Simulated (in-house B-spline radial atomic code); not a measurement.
Configurations of Bi II (Bi+), with energies counted from [Xe] 4f14 5d10 6s2 (6p1/2)2. All numbers are computed (Dirac-Hartree-Fock, average of each configuration as written; Fermi nucleus of rms radius 5.5211 fm) with a radial B-spline atomic code at the basis-set limit, not measured. Energies include first-order Breit, QED and recoil terms.

Occupations are held fixed; configurations that lie above the ionisation limit could autoionise.

```csv
configuration,E - E(ref) (eV),highest orbital,its <r> (bohr)
[Xe] 4f14 5d10 6s2 (6p3/2)2,4.1113,6p3/2,2.903
[Xe] 4f14 5d10 6s2 (6p3/2)1 10s1,16.58,10s1/2,24.57
[Xe] 4f14 5d10 6s2 (6p3/2)1 (9g7/2)1,17.575,9g7/2,55.71
[Xe] 4f14 (5d3/2)4 (5d5/2)5 6s2 (6p3/2)2 (6f5/2)1,42.564,6f5/2,14.88
[Kr] 4d10 4f14 5s2 (5p1/2)1 (5p3/2)4 5d10 6s2 (6p1/2)2 (8f5/2)1,135.13,8f5/2,32.36
[Xe] (4f5/2)6 (4f7/2)7 5d10 6s2 (6p1/2)1 (6p3/2)1 10s1,172.58,10s1/2,24.22
```

Question: Order these further configurations by energy, lowest first.
A. [Xe] 4f14 5d10 6s1 (6p3/2)3
B. [Xe] 4f14 5d10 6s1 (6p1/2)2 (8g7/2)1
C. [Xe] 4f14 5d10 6s1 (6p1/2)1 (6p3/2)1 (7g9/2)1
D. [Xe] 4f14 5d10 6s2 (6p1/2)1 (10f7/2)1
E. [Xe] 4f14 (5d3/2)4 (5d5/2)5 6s2 (6p3/2)2 (7g7/2)1

Answer: D (14.976 eV), A (15.4 eV), B (24.031 eV), C (25.808 eV), E (43.7 eV).

Question: How far above the reference does [Xe] 4f14 5d10 6s2 (6p1/2)1 (6p3/2)1 lie?

Answer: 1.7107 eV; its least bound orbital is 6p3/2 with <r> = 2.928 bohr.

Question: How far above the reference does [Xe] 4f14 5d10 6s1 (6p1/2)2 (6d5/2)1 lie?

Answer: 18.89 eV; its least bound orbital is 6d5/2 with <r> = 5.41 bohr.
